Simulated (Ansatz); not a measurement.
Geometry optimisation, RKS PBE0-D4/def2-SVP in Ansatz.

Input file:

```yaml
crystal:
  periodic: [false, false, false]
  atoms:
    - { symbol: B, position_ang: [-1.9751, 0.5467, 0.8227] }
    - { symbol: Al, position_ang: [-0.5884, -0.8658, 1.136] }
    - { symbol: "N", position_ang: [0.9976, -0.9441, 0.0847] }
    - { symbol: Si, position_ang: [1.7535, 0.7254, -0.1323] }
    - { symbol: Si, position_ang: [0.6649, -0.5832, -1.6391] }
    - { symbol: H, position_ang: [-1.874, 1.4043, -0.0491] }
    - { symbol: H, position_ang: [-2.9629, 0.6302, 1.4929] }
    - { symbol: H, position_ang: [-1.30782, -0.40431, 0.9613] }
    - { symbol: H, position_ang: [0.8619, 1.7891, 0.5246] }
    - { symbol: H, position_ang: [3.1507, 0.7143, -0.1628] }
    - { symbol: H, position_ang: [1.5407, -1.3172, -2.5075] }
    - { symbol: H, position_ang: [-0.7367, -0.2776, -1.8663] }
basis:
  gaussian: { orbitals: def2-SVP }
hamiltonian:
  xc: pbe0
  dispersion: d4
relax:
  f_tol: 0.02
  max_steps: 50
```

Run as:

```bash
$ ansatz run input.yaml --threads 2 --pin off --max-ram 3072MiB --backend cpu --events-out ev --progress --plain --runs-dir out
```

Question: Where does it end, and by what steps?

Answer: It converged. The force dipped under the threshold on the way, but the program's further checks kept it going. After 31 steps the energy has fallen by 14.793 eV; H8 moved furthest, 1.99 Å. The start is strongly strained (largest force component 42 eV/Å), so its close contacts needn't be bonds. Parted: Al2–H8 (0.87 → 2.51 Å).

| step | energy less start (eV) | largest force component (eV/Å) | accepted |
| --- | --- | --- | --- |
| 0 | 0.0000 | 41.952 | yes |
| 2 | -11.1958 | 6.300 | yes |
| 4 | -13.4336 | 1.093 | yes |
| 6 | -14.0662 | 0.985 | yes |
| 8 | -14.4472 | 0.417 | yes |
| 10 | -14.5967 | 0.268 | yes |
| 12 | -14.6764 | 0.353 | yes |
| 14 | -14.7354 | 0.442 | yes |
| 16 | -14.7761 | 0.102 | yes |
| 18 | -14.7810 | 0.261 | no |
| 20 | -14.7849 | 0.013 | yes |
| 22 | -14.7887 | 0.114 | yes |
| 24 | -14.7910 | 0.055 | yes |
| 26 | -14.7861 | 0.347 | no |
| 28 | -14.7923 | 0.007 | yes |
| 30 | -14.7928 | 0.073 | no |
| 31 | -14.7930 | 0.016 | yes |

```xyz
12
Properties=species:S:1:pos:R:3
B -2.707 0.136 1.471
Al -0.836 0.142 0.594
N 0.636 0.114 -0.408
Si 2.286 0.803 -0.497
Si 1.298 -0.588 -1.917
H -2.991 1.324 1.510
H -2.604 -0.449 2.533
H -3.261 -0.491 0.572
H 2.353 2.279 -0.694
H 3.222 0.363 0.577
H 1.499 -2.065 -1.901
H 0.628 -0.151 -3.174
```

Whether the end is a true minimum wasn't checked by a vibrational analysis.

Time of the run: 2.2 min on 2 threads of Intel(R) Xeon(R) Platinum 8488C (Sapphire Rapids) (shared host), peak memory 0.3 GiB.
